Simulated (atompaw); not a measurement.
Scattering properties, PAW (atompaw) potential for sulfur

- Element: sulfur
- Generator: atompaw 4.2.0.5
- Type: PAW
- Functional: PBEsol
- Relativity: scalar-relativistic
- Frozen core: [Ne]
- Valence charge: 6
- Reference configuration: 3s2 3p4
- Partial waves: 3s (bound): rc 1.30 bohr; 3s channel at 0.5 Ry: rc 1.40 bohr; 3p (bound): rc 1.40 bohr; 3p channel at -0.2 Ry: rc 1.40 bohr; 3d channel at 0.35 Ry: rc 1.40 bohr
- Local potential: bessel scheme, radius 1.20 bohr
- Core correction: smooth core density matched at 1.05 bohr
- Augmentation charge: besselshape compensation charge, radius 1.20 bohr; PAW radius 1.40 bohr; waves and projectors: custom polynom2 7 10 vanderbiltortho

The phase is arctan(r·u′/u) with u = r·R(r), unwrapped; energies in Ry, scanned from -3 to 5 Ry. A pole is an energy at which the radial function vanishes at the test radius. The pseudo phase is shifted by a multiple of π to meet the all-electron one at the reference energy, and phase errors are pseudo minus all-electron; the curves can meet again beyond the range given. Levels narrower than the energy grid can be missing from the lists of poles.

```
channel  radius (bohr)  reference energy (Ry)  poles, all-electron  poles, pseudo  unbroken range about the reference energy with phases within 0.05 rad  phase error 1 Ry above the reference energy (rad)
      s           1.40                  -1.26                 none           none                                                        the whole range                                             -0.000
      p           1.40                  -0.51                 none           none                                                        the whole range                                             -0.000
      d           1.40                   0.35                 none           none                                                              below 1.6                                             +0.026
```

Phases in the p channel:

```tsv
E (Ry)	all-electron	pseudo
-3.00	1.046	1.046
-2.76	1.018	1.017
-2.52	0.985	0.985
-2.28	0.948	0.948
-2.04	0.905	0.905
-1.80	0.855	0.855
-1.56	0.796	0.796
-1.32	0.727	0.727
-1.08	0.645	0.645
-0.84	0.547	0.547
-0.60	0.431	0.431
-0.36	0.294	0.294
-0.12	0.139	0.139
0.12	-0.032	-0.032
0.36	-0.209	-0.209
0.60	-0.383	-0.383
0.84	-0.543	-0.543
1.08	-0.685	-0.685
1.32	-0.807	-0.808
1.56	-0.910	-0.911
1.80	-0.997	-0.998
2.04	-1.070	-1.071
2.28	-1.132	-1.133
2.52	-1.185	-1.186
2.76	-1.230	-1.232
3.00	-1.270	-1.271
3.24	-1.304	-1.306
3.48	-1.334	-1.337
3.72	-1.361	-1.364
3.96	-1.385	-1.389
4.20	-1.407	-1.411
4.44	-1.427	-1.431
4.68	-1.445	-1.450
4.92	-1.461	-1.467
```
